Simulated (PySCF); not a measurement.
Ligand exchange on a metal centre used in film growth or etching (Cd NH2-H). Isolated molecules, 0 K electronic values unless said otherwise. One relaxed conformer stands for each flexible species; it need not be the lowest.

Level of theory: PBE-D3(BJ)/def2-TZVP // r2SCAN-D4/def2-SVP (PySCF). 

```
species                                  HOMO–LUMO gap (eV)  HOMO (eV)  coordination number
---------------------------------------  ------------------  ---------  -------------------
0 of 2 NH2 replaced by H ([Cd(NH2)2])                  3.96      -5.37                    2
1 of 2 NH2 replaced by H ([Cd(NH2)(H)])                4.21      -5.31                    2
2 of 2 NH2 replaced by H ([Cd(H)2])                    5.30      -6.69                    2
```
